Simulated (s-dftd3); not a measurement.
Cl₃NbO, charge -1, doublet, at a GFN2-xTB geometry (such geometries of metal compounds can be far from the true shape) (the multiplicity is a formal guess); D3(bjm) for b97d run with s-dftd3.

s-dftd3 was given this input:
```
$ s-dftd3 mol.xyz --bjm b97d --json dftd3.json --noedisp --grad

# file mol.xyz
5

Nb     0.26374544    -0.31008028    -0.17162870
O      1.77939030    -0.64239807    -0.83029859
Cl     0.65892793     1.21837753     1.63717132
Cl    -0.76825073     1.60379965    -1.16911086
Cl    -1.36412926    -1.77203155     0.33659633
```

What the program printed (banner, timings and long lists left out):

```
-----------------------------------
 s i m p l e   D F T - D 3  v1.4.0
-----------------------------------

Rational (Becke-Johnson) damping: b97d-D3(BJ)
---------------------
  s6         1.0000
  s8         1.2070
  s9         0.0000
  a1         0.2402
  a2         3.8644
 alp        14.0000
--------------------

Dispersion energy:      -5.6151058377672E-02 Eh

Gradient norm:           1.0186944258272E-02 Eh/a0
--------------------------------------------------
     #    Z           dE/dx      dE/dy      dE/dz
--------------------------------------------------
     1   41 Nb    1.868E-03 -2.510E-03 -1.259E-03
     2    8 O     1.410E-03 -7.357E-04 -7.820E-04
     3   17 Cl    1.818E-03  2.549E-03  5.178E-03
     4   17 Cl   -2.587E-03  3.809E-03 -3.865E-03
     5   17 Cl   -2.509E-03 -3.112E-03  7.273E-04
--------------------------------------------------

Virial:
--------------------------------------------------
      component           x          y          z
--------------------------------------------------
          x       1.816E-02  1.941E-03  6.927E-03
          y       1.941E-03  3.020E-02 -5.394E-04
          z       6.927E-03 -5.394E-04  2.666E-02
--------------------------------------------------

[Info] JSON dump of results written to 'dftd3.json'
```
